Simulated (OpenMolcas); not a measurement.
Mo2+ among 5 point charges of -2 e arranged as a trigonal bipyramid (D3h), 1.96 Å from the ion, with the axial distance 2.038 Å. The active orbitals were held to one l.

```yaml
Program: OpenMolcas 26.06
Method: CASSCF
Basis: ANO-RCC-VDZP [6s5p3d1f]
Scalar_Hamiltonian: DKH2, point nucleus
Active_space: 4 electrons in 5 orbitals (4d)
State_averaging: 2S+1 = 5 even, 5 roots; 2S+1 = 3 even, 45 roots; 2S+1 = 1 even, 50 roots
Spin-orbit_coupling: state interaction with AMFI integrals over the reference wave functions
```

What is the spin-free ground state (labels of D3, the rotations of D3h)?

5A1, 1-fold in its orbital part, 100 % from free-ion D terms; it has the highest spin that d4 allows.

Where is the first state of the same spin?

5E at 12000 cm-1 above the ground state.

What are the lowest two levels with spin-orbit coupling?

A 1-fold level A1, then a 2-fold level E 17.5 cm-1 above it. Their leading multiplicities are 5 (99 %) and 5 (99 %).

What is χT at 300 K, and how does it compare with the textbook value?

The lowest level has 2S+1 = 5, for which the spin-only value is χT = S(S+1) / 2 = 3.000 cm3 K/mol (g = 2). The computed 2.888 at 300 K differs by -0.112, through orbital momentum, spin-orbit coupling and any other state in reach.

Without dynamic correlation the repulsion within the d shell is too large (B by tens of per cent), so at a given field states of lower spin stand too high. Point charges give a weaker field than real ligands, and real ions of this kind are as a rule low spin; the high spin found here belongs to the model. This is an electrostatic model: the charges have no orbitals. An unlabelled pair can be two single states that coincide in this model. No measured value stands beside these numbers.
